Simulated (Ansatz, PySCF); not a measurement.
CH₆OSi₂, SMILES CO[Si][SiH3] (connectivity only; charge and spin as stated), neutral, multiplicity 1. Atoms are numbered in the order given.

```xyz
10

Si     0.3271    -0.3426     1.0338
O     -1.0464    -0.3427     0.0660
C     -2.2279    -1.0784     0.3200
H     -3.0796    -0.3843     0.4068
H     -2.4235    -1.7594    -0.5242
H     -2.1554    -1.6733     1.2498
Si     1.4727     1.2089    -0.4509
H      2.8536     1.5552     0.0132
H      0.6955     2.4849    -0.5628
H      1.5871     0.6195    -1.8235
```
Charge 0, spin multiplicity 1.

Geometry optimised at B3LYP-D3(BJ)/def2-SVP. The structure was generated by enumeration; whether it is a known compound was not checked. Other conformers were not sampled.

Two levels are set side by side: PBE-D3(BJ)/def2-SVP (Ansatz, a first-principles code) and B3LYP-D3(BJ)/def2-SVP (Ansatz). Each level has its own optimised geometry; the coordinates shown are those of the second. Frequencies come from the Hessian of PySCF at each geometry. Differences are taken from unrounded values.

```csv
quantity,B3LYP-D3(BJ)
mean bond length (Å),1.481
bond Si1–O2 (Å),1.680
bond Si1–Si7 (Å),2.434
bond O2–C3 (Å),1.415
bond C3–H4 (Å),1.102
bond C3–H5 (Å),1.102
bond C3–H6 (Å),1.106
bond Si7–H8 (Å),1.497
bond Si7–H9 (Å),1.498
bond Si7–H10 (Å),1.498
highest harmonic wavenumber (cm⁻¹),3107
mean harmonic wavenumber (cm⁻¹),1214
zero-point energy (kcal/mol),41.66
```

Question: What does PBE-D3(BJ) give, and how far is it from B3LYP-D3(BJ)? (The exact figures need the calculation; the answer reports its results.)

Answer: 
```tsv
quantity	PBE-D3(BJ)	PBE-D3(BJ) minus B3LYP-D3(BJ)
mean bond length (Å)	1.492	0.010
bond Si1–O2 (Å)	1.698	0.018
bond Si1–Si7 (Å)	2.438	0.004
bond O2–C3 (Å)	1.421	0.006
bond C3–H4 (Å)	1.110	0.008
bond C3–H5 (Å)	1.110	0.008
bond C3–H6 (Å)	1.115	0.009
bond Si7–H8 (Å)	1.510	0.012
bond Si7–H9 (Å)	1.511	0.013
bond Si7–H10 (Å)	1.511	0.013
highest harmonic wavenumber (cm⁻¹)	3045	-62
mean harmonic wavenumber (cm⁻¹)	1177	-38
zero-point energy (kcal/mol)	40.37	-1.29
```

Exact exchange shortens and stiffens bonds; PBE has none. Differences between two approximate levels are no errors against the true value.
